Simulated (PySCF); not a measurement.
HCl3OZr, charge +1, doublet, geometry from GFN2-xTB (such geometries of metal compounds can be far from the true shape) (the multiplicity is a formal guess) (core potentials on Zr). Base run: DF-B3LYP/def2-SVP (PySCF).

Input for PySCF:
```python
from pyscf import gto, scf, dft

mol = gto.Mole()
mol.atom = '''
    Zr   -0.360074    0.208236    0.005845
    Cl    1.551146    1.231524   -0.735115
    Cl    0.514336   -0.636595    1.947641
    Cl   -0.153000   -1.700946   -1.243573
    O    -1.919354    1.109991    0.031159
    H    -2.754422    1.592923    0.044715
'''
mol.basis = 'def2-svp'
mol.ecp = {'Zr': 'def2-svp'}
mol.charge = 1
mol.spin = 1
mol.verbose = 5
mol.build()

mf = dft.UKS(mol)
mf.xc = 'b3lyp'
mf = mf.density_fit(auxbasis='def2-universal-jkfit')
mf.kernel()
```

Each row names what was changed in the base input (with any setting that the change needs).

| change | ΔE vs base (µEh) | grid points | electrons on the grid | outcome |
|---|---|---|---|---|
| base | 0.0 | 102920 | 71.00000 | converged |
| grids.level = 2 | 2.4 | 66224 | 71.00001 | converged |
| grids.radi_method = gauss_chebyshev | -0.1 | 99624 | 71.00000 | converged |
| small_rho_cutoff = 0 | 0.0 | 102920 | 71.00000 | converged |
| grids.level = 7 | 8.6 | 486520 | 71.00000 | converged |
| grids.prune = off | 1.1 | 183144 | 71.00000 | converged |
| grids.radi_method = delley | 0.6 | 104664 | 71.00000 | converged |
| grids.atom_grid = (99, 590) | 7.0 | 183408 | 71.00000 | converged |
| grids.level = 1 | -95.5 | 34808 | 71.00022 | converged |
| grids.prune = dft.gen_grid.sg1_prune | - | - | - | input refused |
| grids.atom_grid = (30, 110) | -1897 | 14616 | 71.00384 | converged |

Open shells are given as the SCF converged; they aren't shown to be the lowest states, and a large step between rows can be another state.

- grids.prune = dft.gen_grid.sg1_prune: ended with `IndexError: index 40 is out of bounds for axis 0 with size 19`
